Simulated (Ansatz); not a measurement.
The cluster Na₅F₄, relaxed as a doublet with UKS PBE0-D4/def2-SVP in Ansatz, starting from the GFN1-xTB geometry. Force threshold 0.02 eV/Å.

The structure comes from a short search, and lower isomers may exist.

Start:

```xyz
9

Na   -1.9987   -0.5499    0.8441
Na   -1.1259    0.6505   -1.8321
Na    0.6168   -1.4723   -0.4693
Na    0.7784    0.1812    2.0967
Na    1.6371    1.4186   -0.5670
F    -0.2269   -1.5318    1.3786
F     2.1786    1.3074    1.3145
F     0.8607   -0.0279   -1.8794
F    -2.7201    0.0242   -0.8862
```

```
step  energy (eV)  largest force component (eV/Å)  SCF passes
   1  -32918.3628                           0.696          16
   2  -32918.7192                           0.344          24
   3  -32918.9293                           0.189          27
   4  -32919.0228                           0.226          22
   5  -32919.1945                           0.243          23
   6  -32919.3332                           0.263          22
   7  -32919.4527                           0.183          22
   8  -32919.4958                           0.173          22
   9  -32919.5469                           0.160          22
  10  -32919.6097                           0.064          22
  11  -32919.6195                           0.109          22
  12  -32919.6221                           0.071          23
  13  -32919.6260                           0.027          22
  14  -32919.6264                           0.005          24
```

Force components are those of the run's own axes.

End:

```xyz
9

Na   -2.4538   -0.9070    1.0472
Na   -1.3211    0.6700   -2.3977
Na    0.2772   -0.6761   -0.2185
Na    1.0397    0.0156    2.6196
Na    2.1722    1.5942   -0.8256
F    -0.5413   -1.0462    1.8179
F     1.9723    0.3420    0.8054
F     0.6937    0.6744   -1.9381
F    -1.8389   -0.6669   -0.9103
```

Bonds formed: Na3–F7, Na3–F9 (atoms count from 1). Metal–metal contacts that move far: Na4–Na5 3.06 to 3.96 Å, Na1–Na2 3.06 to 3.95 Å, Na1–Na4 3.13 to 3.94 Å, Na2–Na5 3.13 to 3.94 Å.

No frequencies were taken in this run, so the end may be a saddle point.

Hardware: 4 threads of Arm Neoverse V2 on a shared host. Wall time 61 s.
